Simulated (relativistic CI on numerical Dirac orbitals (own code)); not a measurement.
Calculated at this level of theory: Dirac-Coulomb-Breit CI, orbitals from a KLI potential per configuration, model QED, unscaled Slater integrals (own radial code, finite nucleus).

The strongest absorption lines from the ground level of an ion, among the configurations computed and to levels below about 271 eV (vacuum wavelength in Å, gf): 94.039 (0.49), 98.401 (4.3), 100.43 (1.9), 100.77 (1.8), 101.13 (3.2), 102.49 (2.4), 106.20 (0.6), 123.29 (0.73).

**Question.** Which ion is it?
A. Nd XXVII
B. Xe XXI
C. Ba XXI
D. Ba XXIII

**Answer.** D. Ba XXIII has 34 electrons and the ground level 4s2.4p4 3P_2; the strongest line goes to 4s2.4p3.4d 1F°_3. The pattern of lines fixes the number of electrons, and along that sequence the line energies rise steadily with the charge (about as its square where n changes within one kind of shell, about linearly where n is kept but much faster in heavy ions where fine structure, which grows about as Z⁴, sets the gap, and irregularly where shells cross), which fixes Z. Configurations outside the model, such as inner-shell arrays, can give stronger lines. At this charge energies of transitions that change n are usually good to better than 1 %, and those within a shell (Δn = 0) to a few per cent.

LS names give the leading component of a level, which can be under half, so a name can repeat, a term be missing and a line seem to break the LS rules.
